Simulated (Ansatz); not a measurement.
ZnP, multiplicity 4 (lowest of 2S+1 = 2, 4 at CCSD(T)/def2-TZVPP on PBE0 minima; our sources give no spin for the ground state, which may be another), most abundant isotopes (63.9291 and 30.9738 u). Constants from fifth-degree fits in 1/R to seven points on the lowest solution found; no spin–orbit coupling, no relativity up to Kr; ω_e x_e and α_e move by some per cent with the fit.

Correlated levels freeze the inner cores; with def2 sets outer-core shells near the valence are correlated too. CBS(a, b) extrapolates the correlation energy as X⁻³ and adds the Hartree–Fock energy of set b.

Codes used: Ansatz (an electronic-structure program). Each number belongs to the level named beside it.

```tsv
level	r_e (Å)	ω_e (cm⁻¹)	ω_e x_e (cm⁻¹)	α_e (cm⁻¹)
PBE/def2-TZVPP	2.4548	219.1	2.56	0.00156
CCSD(T)/CBS(def2-TZVPP, def2-QZVPP)	2.4247	226.8	3.52	0.00179
```

Question: Derive the rotational constants, the centrifugal constant, the fundamental, the zero-point energy and the force constant.

Answer: 
μ = 20.86476 u.
- PBE/def2-TZVPP: B_e = 16.8576/(μ r_e²) = 0.13407 cm⁻¹; B₀ = B_e − α_e/2 = 0.13329 cm⁻¹; D = 4B_e³/ω_e² = 2.01e-07 cm⁻¹; fundamental ω_e − 2ω_e x_e = 214 cm⁻¹; zero-point energy ω_e/2 − ω_e x_e/4 = 109 cm⁻¹; k = μ(2πcω_e)² = 59.0 N/m
- CCSD(T)/CBS(def2-TZVPP, def2-QZVPP): B_e = 16.8576/(μ r_e²) = 0.13743 cm⁻¹; B₀ = B_e − α_e/2 = 0.13653 cm⁻¹; D = 4B_e³/ω_e² = 2.02e-07 cm⁻¹; fundamental ω_e − 2ω_e x_e = 220 cm⁻¹; zero-point energy ω_e/2 − ω_e x_e/4 = 113 cm⁻¹; k = μ(2πcω_e)² = 63.3 N/m
